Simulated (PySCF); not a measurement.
# Cost of excited-state runs on `C#C[Si@H](CCl)P[SiH3]`, C3H8ClPSi2

Geometry:
| atom | x (Å) | y (Å) | z (Å) |
| --- | --- | --- | --- |
| C1 | -3.175 | -1.507 | -1.033 |
| C2 | -2.211 | -1.057 | -0.470 |
| Si3 | -0.683 | -0.366 | 0.313 |
| C4 | -0.984 | 1.500 | 0.666 |
| Cl5 | -0.137 | 2.478 | -0.560 |
| P6 | 0.971 | -0.407 | -1.183 |
| Si7 | 2.764 | 0.055 | 0.072 |
| H8 | -4.027 | -1.896 | -1.513 |
| H9 | -0.497 | -1.050 | 1.605 |
| H10 | -0.598 | 1.806 | 1.635 |
| H11 | -2.036 | 1.765 | 0.613 |
| H12 | 1.132 | -1.783 | -1.129 |
| H13 | 3.921 | -0.442 | -0.673 |
| H14 | 2.833 | 1.503 | 0.246 |
| H15 | 2.723 | -0.591 | 1.390 |

PySCF with density fitting, on 1 thread of an Intel Xeon Platinum 8488C, shared host. Command: `OMP_NUM_THREADS=1 python excited_run.py task.json out`

(1) How long does this run take, and how much memory?
- circular dichroism and optical rotation, PBE0/def2-SVPD; 8 states

## Answers

(1) 
| run | level | basis functions | wall time | peak memory (GiB) |
| --- | --- | --- | --- | --- |
| circular dichroism and optical rotation | PBE0/def2-SVPD | 223 | 83 s | 0.99 |

Times from a shared host are rough.
